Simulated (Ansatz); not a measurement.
Reaction (redistribution): `C[C]([GeH3])=[Se]` + `BC(F)[SiH3]` → `B[CH]([SiH3])[GeH3]` + `CC(F)=[Se]`

Program: Ansatz. Geometries: PBE0-D4/def2-TZVP. ΔE: electronic, gas phase. CBS: MP2 limit from def2 TZ/QZ plus the TZ coupled-cluster correction, frozen cores. Functionals use def2-TZVPP. B3LYP here is the variant with VWN-RPA as its local correlation; programs differ in this. For Ge, Se outer-core shells are correlated without core-valence functions, which leaves a few kJ/mol of doubt a bond. Scalar relativity is left out up to krypton.

| level | ΔE (kJ/mol) | difference from CCSD(T)/CBS |
| --- | --- | --- |
| PBE-D4 | -85.6 | 1.4 |
| r2SCAN-D4 | -92.8 | -5.8 |
| PBE0-D4 | -89.8 | -2.8 |
| B3LYP-D4 | -81.2 | 5.8 |
| ωB97X-V | -87.9 | -0.9 |
| ωB97M-V | -89.3 | -2.3 |
| B2PLYP | -83.9 | 3.1 |
| PBE | -84.2 | 2.8 |
| r2SCAN | -92.4 | -5.4 |
| PBE0 | -88.6 | -1.6 |
| B3LYP | -79.0 | 8.0 |
| HF/def2-TZVPP | -82.3 | 4.7 |
| MP2/def2-TZVPP | -94.0 | -7.0 |
| SCS-MP2/def2-TZVPP | -87.6 | -0.6 |
| CCSD/def2-TZVPP | -85.6 | 1.4 |
| CCSD(T)/def2-TZVPP | -87.1 | -0.1 |
| HF/def2-QZVPP | -82.7 | 4.3 |
| MP2/def2-QZVPP | -94.0 | -7.0 |
| SCS-MP2/def2-QZVPP | -87.4 | -0.4 |
| HF/CBS(def2) | -82.8 | 4.2 |
| MP2/CBS(def2) | -93.8 | -6.8 |
| CCSD/CBS(def2) | -85.5 | 1.5 |
| CCSD(T)/CBS | -87.0 | 0 |

Largest T1 diagnostic among the species: 0.015.

From PBE to PBE0 (25 % exact exchange), in def2-TZVPP and without D4, ΔE moves by −4.4 kJ/mol. In def2-TZVPP, CCSD(T) changes the Hartree–Fock value by −4.8 kJ/mol (the triples alone add −1.5 kJ/mol) and MP2 by −11.7 kJ/mol.
